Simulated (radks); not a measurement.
Results of a calculation; reference values are marked as such.
Neutral scandium inside a hard spherical wall (all orbitals vanish at R), configuration held at [Ar] 3d1 4s2 and not refilled when levels cross. Level of theory: scalar-relativistic Kohn-Sham, LDA (Slater exchange, Perdew-Wang correlation), spin-unpolarised, spherical densities, finite nucleus; Fermi nuclear charge, rms radius 3.5459 fm (a radial shooting solver on a logarithmic mesh with Libxc functionals). Eigenvalues in eV, with the zero of energy where the potential of the charges vanishes at infinity; a dash marks a level that is unbound or too diffuse for the functional's potential to be trusted. A positive occupied level is held by the wall or, in an anion where self-interaction has pushed it up, behind a barrier. The pressure on the wall is -dE/dV.

\begin{tabular}{lrrrrrrrrr}
R (bohr) & E (hartree) & kinetic (hartree) & e(3s) & e(3p) & e(4s) & e(3d) & e(4p, empty) & e(5s, empty) & pressure (GPa) \\ \hline
free & -762.31844 & 767.646 & -54.714 & -33.567 & -4.292 & -3.426 & -1.520 & -0.071 & 0 \\
12 & -762.31828 & 767.648 & -54.697 & -33.551 & -4.280 & -3.411 & -1.474 & 0.952 & 0.00266 \\
10 & -762.31715 & 767.658 & -54.614 & -33.468 & -4.216 & -3.336 & -1.326 & 2.099 & 0.0315 \\
8 & -762.30830 & 767.717 & -54.213 & -33.071 & -3.882 & -2.974 & -0.728 & 5.108 & 0.377 \\
6 & -762.24235 & 768.026 & -52.631 & -31.517 & -2.250 & -1.539 & 1.723 & 14.325 & 4.99 \\
3 & -760.08331 & 774.951 & -38.972 & -18.079 & 29.672 & 13.527 & 40.199 & 119.11 & 829 \\
2.5 & -757.49183 & 782.915 & -29.626 & -8.290 & 60.872 & 25.198 & 73.866 & 198.49 & 3010 \\
2 & -750.32504 & 803.365 & -8.926 & 14.043 & 134.37 & 50.446 & 148.86 & 364.58 & 14000 \\
1.5 & -726.35042 & 863.185 & 50.854 & 77.140 & 335.86 & 113.09 & 343.90 & 775.31 & 91100 \\
\end{tabular}
